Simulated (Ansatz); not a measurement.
A nudged elastic band was laid between two geometries of Cl3F3Mo + H (8 atoms, charge 0, multiplicity 2).

Computed with UKS PBE/def2-SVP (Ansatz).

| Property | Result |
| --- | --- |
| movable images | 5 |
| climbing image | yes |
| spring | 5.0 eV/Å² |
| optimiser | quadratic models (default) |
| start path | through a guess of the saddle point |
| force threshold | 0.03 eV/Å |
| iteration limit | 60 |
| end points | relaxed |

First end point:

```xyz
8
Properties=species:S:1:pos:R:3
Mo -0.093 -0.093 -0.218
F -0.170 -0.170 1.639
F 1.760 -0.059 -0.061
F -0.059 1.760 -0.061
Cl -2.385 -0.038 -0.304
Cl -0.038 -2.385 -0.304
Cl 0.099 0.099 -2.496
H 0.347 0.347 4.756
```

Last end point:

```xyz
8
Properties=species:S:1:pos:R:3
Mo -0.047 0.080 -0.132
F -0.029 0.314 2.235
F 1.842 0.144 -0.011
F -0.064 1.882 0.168
Cl -2.367 0.047 -0.129
Cl 0.037 -2.084 0.740
Cl 0.068 -0.299 -2.339
H 0.021 -0.623 2.418
```

**Question.** Which bonds break or form, and what moves?

**Answer.** Bonds formed: F2–H8. Cl3F3Mo + H becomes Cl3F3HMo.

**Question.** What energy profile does the band end with?

**Answer.** The run converged. The highest image is number 2 of 0 to 6, 0.075 eV above the first end and 2.338 eV above the last; the last end lies 2.263 eV below the first. The profile has 2 maxima (images 2, 4) with wells between them (image 3): this band takes more than one step, which may be the mechanism or a detour left from its start path. Neighbouring images differ by up to 2.3 eV, so the band resolves the path poorly. A vibrational analysis at the climbing image gives 2 clearly imaginary modes (625i, 157i cm⁻¹): a point of higher order. A lower path may pass nearby, or the ends, which weren't checked, may share the extra mode.

| image | path coordinate (Å) | energy (eV) | F2–H8 (Å) |
| --- | --- | --- | --- |
| 0 | 0.00 | 0.000 | 3.20 |
| 1 | 1.74 | -0.002 | 3.73 |
| 2 | 3.49 | 0.075 | 1.78 |
| 3 | 4.42 | -2.239 | 0.95 |
| 4 | 5.36 | -2.198 | 0.95 |
| 5 | 6.30 | -2.208 | 0.95 |
| 6 | 7.23 | -2.263 | 0.96 |

**Question.** What is the geometry of the highest image?

**Answer.** 
```xyz
8
Properties=species:S:1:pos:R:3
Mo -0.120 -0.120 0.005
F -0.385 -0.384 1.865
F 1.708 -0.092 0.366
F -0.093 1.708 0.365
Cl -2.402 -0.028 -0.248
Cl -0.028 -2.401 -0.247
Cl 0.233 0.233 -2.227
H 0.547 0.544 3.070
```

Run time: 5.9 min on 4 threads of Intel(R) Xeon(R) 6975P-C (Granite Rapids) (shared host), peak memory 0.44 GiB.
